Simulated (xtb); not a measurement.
H$_{7}$O$_{7}$Si$_{2}$ (SMILES O[Si](O)(O)O[Si](O)(O)[OH2+]), charge +1, singlet, at a GFN2-xTB geometry; GFN0-xTB (xtb).

Input for xtb:
```
$ xtb mol.xyz --gfn 0 --chrg 1 --hess --json

# file mol.xyz
16

O      2.32323349    -1.30764203     0.95404659
Si     1.38334986    -0.65676184    -0.16542089
O      0.34257236    -1.84702792    -0.63738045
O      2.02880251     0.12333115    -1.40362722
O      0.35210977     0.44725313     0.48883484
Si    -1.16765241     0.89347138     0.30242568
O     -1.58836525     1.73026201    -0.98348883
O     -1.88446038     1.35800113     1.63817018
O     -1.88532100    -0.67454895    -0.18672301
H      2.93788959    -0.81676794     1.49357216
H      0.61688563    -2.76141697    -0.57279697
H      2.76468592    -0.17530609    -1.93227143
H     -1.47187982     2.67111842    -1.09705735
H     -1.67161406     1.08579689     2.52953035
H     -2.57896270    -0.65159199    -0.86064290
H     -1.12534106    -1.30279391    -0.43705733
```

Write the output that xtb gives for this input, abridged.


```
   ID    Z sym.   atoms
    1    8 O      1, 3-5, 7-9
    2   14 Si     2, 6
    3    1 H      10-16

           -------------------------------------------------
          |                Calculation Setup                |
           -------------------------------------------------

           -------------------------------------------------
          |                 G F N 0 - x T B                 |
           -------------------------------------------------

          ...................................................
          :                      SETUP                      :
          :.................................................:
          :  # basis functions                  62          :
          :  # atomic orbitals                  60          :
          :  # shells                           34          :
          :  # electrons                        56          :
          :  electronic temp.          300.0000000     K    :
          :  accuracy                    1.0000000          :
          :  -> integral cutoff          0.2500000E+02      :
          :  -> integral neglect         0.1000000E-07      :
          ...................................................

         :::::::::::::::::::::::::::::::::::::::::::::::::::::
         ::                     SUMMARY                     ::
         :::::::::::::::::::::::::::::::::::::::::::::::::::::
         :: total energy             -28.604620373076 Eh    ::
         :: gradient norm              0.047481249288 Eh/a0 ::
         :: HOMO-LUMO gap              5.683016482041 eV    ::
         ::.................................................::
         :: H0 energy                -29.844029705211 Eh    ::
         :: repulsion energy           0.243672377705 Eh    ::
         :: electrostat energy         1.001327092987 Eh    ::
         :: -> Gsolv                   0.000000000000 Eh    ::
         ::    -> Gsasa                0.000000000000 Eh    ::
         ::    -> Gshift               0.000000000000 Eh    ::
         :: dispersion energy         -0.005590138557 Eh    ::
         :: short-range corr.          0.000000000000 Eh    ::
         :: add. restraining           0.000000000000 Eh    ::
         :: total charge               1.000000000000 e     ::
         :::::::::::::::::::::::::::::::::::::::::::::::::::::

           -------------------------------------------------
          |                Numerical Hessian                |
[...]
      12    267.56    -0.48060 ( 99.88%)    -0.55963 (  0.12%)    -0.48070
   ------------------------------------------------------------------------

   temp. (K)  partition function   enthalpy   heat capacity  entropy
                                   cal/mol     cal/K/mol   cal/K/mol   J/K/mol
 298.15  VIB  0.433E+04             6181.066     38.181     37.133
         ROT  0.800E+06              888.752      2.981     29.992
         INT  0.346E+10             7069.818     41.162     67.125
         TR   0.224E+28             1481.254      4.968     41.371
         TOT                        8551.0721    46.1302   108.4960   453.9473

       T/K    H(0)-H(T)+PV         H(T)/Eh          T*S/Eh         G(T)/Eh
   ------------------------------------------------------------------------
    298.15    0.136270E-01    0.100709E+00    0.515500E-01    0.491591E-01
   ------------------------------------------------------------------------

         :::::::::::::::::::::::::::::::::::::::::::::::::::::
         ::                  THERMODYNAMIC                  ::
         :::::::::::::::::::::::::::::::::::::::::::::::::::::
         :: total free energy         -28.555461289870 Eh   ::
         ::.................................................::
         :: total energy              -28.604620373076 Eh   ::
         :: zero point energy           0.087082036063 Eh   ::
         :: G(RRHO) w/o ZPVE           -0.037922952857 Eh   ::
         :: G(RRHO) contrib.            0.049159083206 Eh   ::
         :::::::::::::::::::::::::::::::::::::::::::::::::::::
imag cut-off (cm-1) :    5.00
 found            5  significant imaginary frequencies
 writing imag mode distorted coords to xtbhess.xyz
 for further optimization.

           -------------------------------------------------
          | TOTAL ENERGY              -28.604620373076 Eh   |
          | TOTAL ENTHALPY            -28.503911336204 Eh   |
          | TOTAL FREE ENERGY         -28.555461289870 Eh   |
          | GRADIENT NORM               0.047481249288 Eh/α |
          | HOMO-LUMO GAP               5.683016482041 eV   |
           -------------------------------------------------
########################################################################
[WARNING] Runtime exception occurred
-1- hessian_numhess: Hessian on incompletely optimized geometry!
########################################################################

normal termination of xtb
```
